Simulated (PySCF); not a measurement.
N-methyl-N-silylethenamine (C₃H₉NSi), SMILES C=CN(C)[SiH3].

Coordinates come from a B3LYP-D3(BJ)/def2-SVP optimisation. Other conformers were not sampled.

Calculation: TDDFT-PBE/def2-SVPD (PySCF).

Vertical excitations. The molecule is in vacuum.

Computed lowest excited states:
```tsv
state	energy (eV)	λ (nm)	f	main pairs
S1	4.62	269	0.004	HOMO→LUMO+1 93 %
S2	4.94	251	0.014	HOMO→LUMO+2 98 %
S3	5.30	234	0.010	HOMO→LUMO+3 93 %
S4	5.42	229	0.170	HOMO→LUMO 68 %
S5	5.56	223	0.013	HOMO→LUMO+4 96 %
S6	5.85	212	0.024	HOMO→LUMO+5 55 %, HOMO→LUMO+6 41 %
S7	5.96	208	0.058	HOMO→LUMO+6 57 %, HOMO→LUMO+5 32 %
S8	6.39	194	0.009	HOMO→LUMO+7 99 %
S9	7.01	177	0.038	HOMO→LUMO+8 99 %
S10	7.20	172	0.000	HOMO−1→LUMO+1 89 %
T1	3.85	322	0	HOMO→LUMO 94 %
T2	4.51	275	0	HOMO→LUMO+1 96 %
T3	4.83	257	0	HOMO→LUMO+2 99 %
T4	5.19	239	0	HOMO→LUMO+3 100 %
```
Triplets are in the Tamm–Dancoff approximation, which puts them higher than full response would, so one can lie above its singlet here.
